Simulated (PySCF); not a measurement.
All of these have the formula C4H7F2NSi. Level of theory: PySCF, TDDFT CAM-B3LYP/def2-SVPD, vertical, gas phase, core orbitals frozen in the response. Geometries: GFN2-xTB; one conformer of each isolated species. Triplets are in the Tamm–Dancoff approximation.

A. `FC(F)/C=C1/CN[SiH2]1`
B. `FC(F)C1=CCN[SiH2]1`
C. `FC(F)C1=CCN1[SiH3]`

Lowest singlet levels (six at most, fewer where fewer were computed) with oscillator strengths:

1. 219 nm (f 0.036); 211 nm (f 0.002); 192 nm (f 0.009); 179 nm (f 0.003); 172 nm (f 0.271); 170 nm (f 0.004); T1 4.40 eV
2. 231 nm (f 0.171); 217 nm (f 0.004); 204 nm (f 0.015); 192 nm (f 0.010); 184 nm (f 0.007); 176 nm (f 0.089); T1 3.40 eV
3. 225 nm (f 0.000); 223 nm (f 0.004); 197 nm (f 0.002); 193 nm (f 0.004); 178 nm (f 0.506); 171 nm (f 0.007); T1 4.16 eV

**Question.** Which spectrum belongs to which structure?

**Answer.** 1 = B, 2 = C, 3 = A.
- A: S1 at 5.51 eV, HOMO→LUMO (98%); Löwdin shares by element: HOMO nitrogen 54%, carbon 12% or more, silicon 10%, hydrogen 5% or more (atoms not listed hold the other 19%); LUMO carbon 62% or more, silicon 7% (atoms not listed hold the other 31%); HOMO -8.19 and LUMO 0.43 eV.
- B: S1 at 5.67 eV, HOMO→LUMO (99%); Löwdin shares by element: HOMO nitrogen 52%, carbon 11% or more, silicon 11%, hydrogen 5% or more (atoms not listed hold the other 20%); LUMO carbon 68% or more, silicon 6% (atoms not listed hold the other 26%); HOMO -8.27 and LUMO 0.61 eV.
- C: S1 at 5.37 eV, HOMO→LUMO (96%); Löwdin shares by element: HOMO carbon 49% or more, nitrogen 36% (atoms not listed hold the other 15%); LUMO carbon 61% or more, fluorine 6% or more (atoms not listed hold the other 32%); HOMO -7.53 and LUMO 0.86 eV.
A and C have S1 within 0.15 eV of each other; their strongest listed levels stand at 6.95 eV (f 0.506) and 5.37 eV (f 0.171).
